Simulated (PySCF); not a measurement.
A calculated (LC-wPBE, PySCF 2.14, aug-cc-pwCVTZ-X2C, the spin-free X2C one-electron Hamiltonian (Gaussian nucleus)) atom or ion has these occupied shells.

| shell | electrons | orbital energy (eV) | rms radius, mean of both spins (bohr) |
| --- | --- | --- | --- |
| 1s | 2 | -15925.1 | 0.0450 |
| 2s | 2 | -2163.2 | 0.187 |
| 2p | 6 | -1923.0 | 0.166 |
| 3s | 2 | -340.22 | 0.527 |
| 3p | 6 | -262.57 | 0.538 |
| 3d | 10 | -134.29 | 0.551 |
| 4s | 2 | -47.226 | 1.45 |
| 4p | 6 | -27.865 | 1.68 |
| 5s | 2 | -5.587 | 4.68 |

Problem. Name the element and its charge.

Solution. Sr (strontium, neutral), in [Kr] 5s2, closed-shell 1S.
